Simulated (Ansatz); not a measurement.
Geometry optimisation, RKS LDA/6-31G in Ansatz 0.2.0.

Input:

```yaml
crystal:
  periodic: [false, false, false]
  atoms:
    - { symbol: Si, position_ang: [-0.47847, -0.049221, 0.089408] }
    - { symbol: "N", position_ang: [0.417702, 0.393145, 1.588309] }
    - { symbol: C, position_ang: [-1.669344, -1.499732, 0.349259] }
    - { symbol: C, position_ang: [0.846738, -0.607319, -1.142524] }
    - { symbol: H, position_ang: [-1.275214, 1.150606, -0.373487] }
    - { symbol: H, position_ang: [0.914562, 2.349814, 0.474046] }
    - { symbol: S, position_ang: [0.859987, 3.055047, -0.710468] }
    - { symbol: H, position_ang: [-0.042238, 0.761719, 2.422427] }
    - { symbol: H, position_ang: [1.356969, 0.021384, 1.747077] }
    - { symbol: H, position_ang: [-2.431299, -1.266144, 1.114794] }
    - { symbol: H, position_ang: [-2.196978, -1.731178, -0.595906] }
    - { symbol: H, position_ang: [-1.117435, -2.401385, 0.672901] }
    - { symbol: H, position_ang: [1.71797, 0.07454, -1.167311] }
    - { symbol: H, position_ang: [1.206722, -1.616698, -0.863814] }
    - { symbol: H, position_ang: [0.424463, -0.666074, -2.163574] }
    - { symbol: H, position_ang: [1.465863, 2.031397, -1.441135] }
basis:
  gaussian: { orbitals: "6-31G" }
hamiltonian:
  xc: lda
relax:
  f_tol: 0.03
  max_steps: 50
```

Command:

```bash
$ ansatz run input.yaml --threads 2 --pin off --max-ram 3072MiB --backend cpu --events-out ev --progress --plain --runs-dir out
```

Where does it end, and by what steps?

The run converged. The force dipped under the threshold on the way, but the program's further checks kept it going. Limits of this set-up: no polarisation functions. After 26 steps the energy has fallen by 0.432 eV; H16 moved furthest, 1.85 Å.

```
step  energy less start (eV)  largest force component (eV/Å)  accepted
   0                  0.0000                           0.672       yes
   1                 -0.1225                           0.365       yes
   2                 -0.2186                           0.440       yes
   3                 -0.2938                           0.410       yes
   4                 -0.3343                           0.480       yes
   5                 -0.3587                           0.162       yes
   6                 -0.3660                           0.179       yes
   7                 -0.3725                           0.082       yes
   8                 -0.3691                           0.298        no
   9                 -0.3751                           0.037       yes
  10                 -0.3761                           0.075       yes
  11                 -0.3774                           0.057       yes
  12                 -0.3792                           0.142       yes
  13                 -0.3817                           0.247       yes
  14                 -0.3864                           0.288       yes
  15                 -0.3985                           0.080       yes
  16                 -0.4093                           0.144       yes
  17                 -0.4099                           0.139       yes
  18                 -0.3987                           0.756        no
  19                 -0.4188                           0.049       yes
  20                 -0.4236                           0.048       yes
  21                 -0.4249                           0.329       yes
  22                 -0.4289                           0.103       yes
  23                 -0.4307                           0.072       yes
  24                 -0.4313                           0.025       yes
  25                 -0.4318                           0.028       yes
  26                 -0.4320                           0.022       yes
```

```xyz
16
Properties=species:S:1:pos:R:3
Si -0.702 -0.162 -0.116
N 0.228 0.738 1.185
C -1.571 -1.683 0.591
C 0.582 -0.542 -1.433
H -1.714 0.870 -0.569
H 0.872 1.779 0.449
S 1.531 2.903 -0.459
H -0.331 1.242 1.886
H 0.989 0.215 1.640
H -2.270 -1.407 1.401
H -2.151 -2.191 -0.202
H -0.837 -2.407 0.992
H 1.100 0.411 -1.670
H 1.323 -1.282 -1.076
H 0.114 -0.938 -2.352
H 2.838 2.452 -0.266
```

Whether the end is a true minimum wasn't checked by a vibrational analysis.

Run time: 50 s on 2 threads of Arm Neoverse V2 (shared host), peak memory 0.18 GiB.
